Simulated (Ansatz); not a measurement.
System: C3HF4, charge 0, multiplicity 2. It need not be the lowest isomer of its formula. 
Structure (B3LYP-D3(BJ)/def2-TZVP (Ansatz, a first-principles code) minimum search):
```xyz
8

F      2.1740    -0.0222     1.1220
C      1.8432    -0.3851    -0.1321
C      0.6295    -0.3192    -0.6004
C     -0.7471     0.0538    -0.2489
F     -0.8237     0.4978     1.0228
F     -1.2134     1.0311    -1.0482
F     -1.5869    -0.9915    -0.3646
H      2.6967    -0.7346    -0.6999
```
Charge 0, spin multiplicity 2.

Basis-set convergence of Hartree-Fock and CCSD correlation energies (hartree) with Ansatz. Valence correlation only, unless marked. Open shells are spin-unrestricted. Spin-orbit coupling is left out. No relativistic terms.

The UHF reference is spin-contaminated (<S^2> 0.19 over the pure value in the largest basis). 

| basis | functions | E(HF) | E(corr, CCSD) |
|---|---|---|---|
| cc-pVDZ | 103 | -511.87588 | -1.11976 |
| cc-pVTZ | 224 | -512.04424 | -1.43849 |
| cc-pVQZ | 415 | -512.08386 | -1.55095 |

Extrapolating the two largest sets (X = 3 and 4) as X^-3: E(corr) = (64·(-1.55095) - 27·(-1.43849))/37 = -1.6330 Eh, an estimate of the basis-set limit. The largest set recovers 95.0 % of it, the smallest 68.6 %.
